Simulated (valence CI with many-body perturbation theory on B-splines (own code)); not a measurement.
## Energy levels of Sr31+

Level of theory: valence CI with perturbative core correlation (CI+MBPT): five valence electrons over a frozen Dirac-Fock core [He], a basis of 11 s, 11 p, 10 d, 8 f, 5 g, 2 h functions for each j, with the one-electron correlation potential Σ1, the two-electron term Σ2, the three-electron term Σ3, Breit, model QED; selected CI, second order for the rest, scaled by the run's own slope (own B-spline code, finite nucleus).

The last digits are not significant, and no measured levels were compared; by estimate large intervals hold to a few tenths of a per cent, small ones and those within an open d or f shell to about a per cent. Among the levels kept, up to 5800 cm⁻¹ of a level comes from second order outside the variational space, and about a tenth of that is noise between levels of different J, which matters for small intervals.

Levels 46 to 90 of 206, with energies above the lowest level, (2s^2 2p1/2^2 2p3/2) J=3/2. "Leading %" is the weight of the configuration and term that name the level; weights of strongly mixed levels are sums over their largest components and can fall short, so below about 35 % the name and the second component can differ from the true leading terms, or belong to a minority configuration. In the jj column 3d3/2^4 stands for four electrons in 3d with j = 3/2. Lifetimes count E1, E2, E3, M1 and M2 decay at the calculated energies, and are blank where another channel may lead or the interval is too uncertain; long ones can be off by a factor of two.

| No. | Configuration | Term | J | E (× 10³ cm⁻¹) | Leading % | Lifetime | g | Leading jj |
| --- | --- | --- | --- | --- | --- | --- | --- | --- |
| 46 | 2s2 2p2 3d | 4D | 3/2 | 18633 | 42 | 22.1 fs | 1.209 | 2s^2 2p1/2 2p3/2 3d5/2 (85 %) |
| 47 | 2s 2p3 3s | 4S° | 3/2 | 18641 | 55 | 78.3 fs | 1.693 | 2s 2p1/2^2 2p3/2 3s (69 %) |
| 48 | 2s2 2p2 3d | 4F | 9/2 | 18663 | 51 | 165 ps | 1.219 | 2s^2 2p1/2 2p3/2 3d5/2 (96 %) |
| 49 | 2s2 2p2 3d | 4D | 5/2 | 18694 | 39 | 11.2 fs | 1.232 | 2s^2 2p1/2 2p3/2 3d3/2 (54 %) |
| 50 | 2s2 2p2 3p | 2D° | 3/2 | 18703 | 24 | 648 fs | 1.401 | 2s^2 2p3/2^2 3p1/2 (84 %) |
| 51 | 2s2 2p2 3d | 4P | 3/2 | 18707 | 45 | 8.49 fs | 1.390 | 2s^2 2p1/2 2p3/2 3d3/2 (83 %) |
| 52 | 2s2 2p2 3d | 4P | 1/2 | 18725 | 51 | 8.61 fs | 2.048 | 2s^2 2p1/2 2p3/2 3d3/2 (90 %) |
| 53 | 2s2 2p2 3p | 2D° | 5/2 | 18726 | 52 | 5.14 ps | 1.182 | 2s^2 2p3/2^2 3p1/2 (91 %) |
| 54 | 2s2 2p2 3d | 2D | 5/2 | 18757 | 59 | 7.36 fs | 1.145 | 2s^2 2p1/2 2p3/2 3d5/2 (71 %) |
| 55 | 2s2 2p2 3d | 2F | 7/2 | 18771 | 51 | 9.51 fs | 1.087 | 2s^2 2p1/2 2p3/2 3d5/2 (81 %) |
| 56 | 2s2 2p2 3d | 2D | 3/2 | 18779 | 70 | 12.5 fs | 0.903 | 2s^2 2p1/2 2p3/2 3d5/2 (93 %) |
| 57 | 2s2 2p2 3d | 2P | 1/2 | 18790 | 75 | 11.2 fs | 0.884 | 2s^2 2p1/2 2p3/2 3d5/2 (88 %) |
| 58 | 2s2 2p2 3p | 2P° | 1/2 | 18796 | 58 | 853 fs | 1.061 | 2s^2 2p3/2^2 3p3/2 (82 %) |
| 59 | 2s2 2p2 3p | 2D° | 5/2 | 18797 | 53 | 6.64 ps | 1.267 | 2s^2 2p3/2^2 3p3/2 (95 %) |
| 60 | 2s2 2p2 3p | 2F° | 7/2 | 18806 | 49 | 8.10 ps | 1.281 | 2s^2 2p3/2^2 3p3/2 (94 %) |
| 61 | 2s 2p3 3p | 6P | 3/2 | 18868 | 59 | 515 fs | 2.062 | 2s 2p1/2^2 2p3/2 3p1/2 (76 %) |
| 62 | 2s 2p3 3p | 6P | 5/2 | 18881 | 46 | 162 fs | 1.629 | 2s 2p1/2^2 2p3/2 3p1/2 (72 %) |
| 63 | 2s 2p3 3s | 4D° | 1/2 | 18911 | 54 | 101 fs | 0.565 | 2s 2p1/2^2 2p3/2 3s (77 %) |
| 64 | 2s 2p3 3s | 4D° | 3/2 | 18913 | 29 | 159 fs | 1.337 | 2s 2p1/2^2 2p3/2 3s (69 %) |
| 65 | 2s2 2p2 3p | 2P° | 1/2 | 18930 | 82 | 1.86 ps | 0.695 | 2s^2 2p3/2^2 3p1/2 (83 %) |
| 66 | 2s2 2p2 3p | 2P° | 3/2 | 18995 | 54 | 552 fs | 1.298 | 2s^2 2p3/2^2 3p3/2 (81 %) |
| 67 | 2s 2p3 3p | 6P | 7/2 | 19021 | 68 | 2.63 ps | 1.601 | 2s 2p1/2^2 2p3/2 3p3/2 (76 %) |
| 68 | 2s2 2p2 3p | 2P° | 3/2 | 19060 | 66 | 1.65 ps | 1.298 | 2s^2 2p3/2^2 3p3/2 (93 %) |
| 69 | 2s 2p3 3p | 4P | 3/2 | 19078 | 55 | 44.3 fs | 1.667 | 2s 2p1/2^2 2p3/2 3p3/2 (81 %) |
| 70 | 2s 2p3 3s | 4D° | 5/2 | 19084 | 54 | 131 fs | 1.523 | 2s 2p1/2 2p3/2^2 3s (80 %) |
| 71 | 2s 2p3 3p | 4P | 5/2 | 19123 | 47 | 45.2 fs | 1.542 | 2s 2p1/2^2 2p3/2 3p3/2 (67 %) |
| 72 | 2s 2p3 3p | 4P | 1/2 | 19134 | 65 | 42.0 fs | 1.964 | 2s 2p1/2^2 2p3/2 3p3/2 (71 %) |
| 73 | 2s 2p3 3s | 2D° | 3/2 | 19174 | 36 | 87.2 fs | 1.272 | 2s 2p1/2 2p3/2^2 3s (82 %) |
| 74 | 2s2 2p2 3d | 2F | 7/2 | 19221 | 52 | 369 fs | 1.236 | 2s^2 2p3/2^2 3d5/2 (97 %) |
| 75 | 2s2 2p2 3d | 2P | 1/2 | 19235 | 16 | 25.3 fs | 1.043 | 2s 2p1/2^2 2p3/2 3p1/2 (50 %) |
| 76 | 2s 2p3 3s | 4D° | 7/2 | 19235 | 97 | 92.6 fs | 1.420 | 2s 2p1/2 2p3/2^2 3s (97 %) |
| 77 | 2s2 2p2 3d | 2D | 3/2 | 19236 | 20 | 16.8 fs | 1.001 | 2s^2 2p3/2^2 3d3/2 (54 %) |
| 78 | 2s2 2p2 3d | 2G | 9/2 | 19238 | 50 | 162 ps | 1.215 | 2s^2 2p3/2^2 3d5/2 (95 %) |
| 79 | 2s2 2p2 3d | 2D | 5/2 | 19246 | 32 | 11.4 fs | 1.212 | 2s^2 2p3/2^2 3d3/2 (80 %) |
| 80 | 2s2 2p2 3d | 2P | 1/2 | 19252 | 52 | 38.8 fs | 0.824 | 2s^2 2p3/2^2 3d5/2 (35 %) |
| 81 | 2s 2p3 3p | 4F | 3/2 | 19252 | 23 | 28.6 fs | 0.927 | 2s 2p1/2^2 2p3/2 3p1/2 (49 %) |
| 82 | 2s2 2p2 3d | 2F | 7/2 | 19277 | 48 | 9.68 fs | 1.069 | 2s^2 2p3/2^2 3d3/2 (94 %) |
| 83 | 2s 2p3 3s | 2D° | 5/2 | 19323 | 77 | 77.6 fs | 1.236 | 2s 2p1/2 2p3/2^2 3s (96 %) |
| 84 | 2s2 2p2 3d | 2S | 1/2 | 19327 | 51 | 10.5 fs | 2.015 | 2s^2 2p3/2^2 3d5/2 (47 %) |
| 85 | 2s2 2p2 3d | 2P | 3/2 | 19363 | 59 | 10.0 fs | 1.257 | 2s^2 2p3/2^2 3d5/2 (82 %) |
| 86 | 2s2 2p2 3d | 2D | 5/2 | 19381 | 59 | 12.4 fs | 1.134 | 2s^2 2p3/2^2 3d5/2 (79 %) |
| 87 | 2s 2p3 3d | 6D° | 5/2 | 19395 | 62 | 177 fs | 1.504 | 2s 2p1/2^2 2p3/2 3d3/2 (69 %) |
| 88 | 2s 2p3 3d | 6D° | 3/2 | 19399 | 68 | 134 fs | 1.699 | 2s 2p1/2^2 2p3/2 3d3/2 (71 %) |
| 89 | 2s 2p3 3d | 6D° | 7/2 | 19399 | 61 | 758 fs | 1.470 | 2s 2p1/2^2 2p3/2 3d3/2 (49 %) |
| 90 | 2s 2p3 3d | 6D° | 1/2 | 19400 | 70 | 420 fs | 2.979 | 2s 2p1/2^2 2p3/2 3d3/2 (73 %) |
